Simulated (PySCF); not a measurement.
Species: CH6GeO2Si.
Bonds: O1–C2 (double), C2–Ge3, Ge3–O4, O4–Si5. Hydrogens: H6 on C2; H7, H8 on Ge3; H9, H10, H11 on Si5.

The calculation used PBE0-D3(BJ)/def2-SVP geometry optimisation, gas phase (PySCF 2.14.0).

Task: Give the optimised bond lengths and angles.

Result: 
```tsv
bond	length (Å)
O1=C2	1.201
C2–Ge3	1.999
Ge3–O4	1.777
O4–Si5	1.657
C2–H6	1.126
Ge3–H7, Ge3–H8	1.538
Si5–H9, Si5–H10, Si5–H11	1.495
```

Bonds in one row agree within 0.01 Å and their mean is given. A selection of angles:
```tsv
angle	degrees
O1–C2–Ge3	120.4
O1–C2–H6	121.3
Ge3–C2–H6	118.3
C2–Ge3–O4	107.8
C2–Ge3–H7	110.3
O4–Ge3–H7	106.8
O4–Ge3–H8	109.8
H7–Ge3–H8	112.1
Ge3–O4–Si5	138.5
O4–Si5–H9	110.8
O4–Si5–H10	108.4
H9–Si5–H10	109.1
H9–Si5–H11	108.1
```

Torsions: O1–C2–Ge3–O4 179° (antiperiplanar); C2–Ge3–O4–Si5 -86° (synclinal). The mirror-image conformer, all signs reversed, is as good.

Ge3 (germanium bonded to C, O and 2 H) is tetrahedral (angles from 106.8° to 112.1°). Si5 (oxygen-bound silicon) is tetrahedral (angles from 108.1° to 110.9°). O4 (oxygen bonded to Ge and Si) is bent (angle 138.5°).

Point group: C1 (no symmetry element, even within 0.4 Å). Whether it is a minimum is left open (no frequencies). One conformer, not necessarily the lowest.
